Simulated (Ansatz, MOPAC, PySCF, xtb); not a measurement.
Noncovalent pair: H2O (SMILES O) (first 3 atoms) with CHN (SMILES C#N); geometry from B3LYP-D3(BJ)/def2-TZVP, rigid monomers moved along the line of their centres of mass till O1···H6 is 1.81 Å.
(charge 0, multiplicity 1):
```xyz
6

O     -0.0834    -0.0777    -0.1033
H      0.7091    -0.2325    -0.6277
H     -0.8282    -0.2309    -0.6938
C     -0.2089    -0.2502     2.7739
N     -0.2579    -0.3370     3.9166
H     -0.1629    -0.1720     1.7005
```

Interaction energies are E(AB) − E(A) − E(B) at the monomers' geometry in the complex; basis-set methods are counterpoise corrected. Rows marked so take none.

Rows in 6-31G* carry no dispersion term and start afresh at each structure (6-31G* with six Cartesian d functions). The state that AM1 reach isn't checked.

Programs: Ansatz (a first-principles code); MOPAC for AM1 (differences of heats of formation); PySCF for 6-31G* rows; xtb for the GFN methods. 

Task: One of these levels gives -1.4 kJ/mol for the interaction energy. Which one is it?
A. GFN2-xTB
B. AM1
C. BP86/6-31G* (no counterpoise)
D. PBE0/def2-TZVPPD

Result: B, AM1. The others give -9.2 (GFN2-xTB), -27.0 (BP86/6-31G* (no counterpoise)), -18.8 (PBE0/def2-TZVPPD)
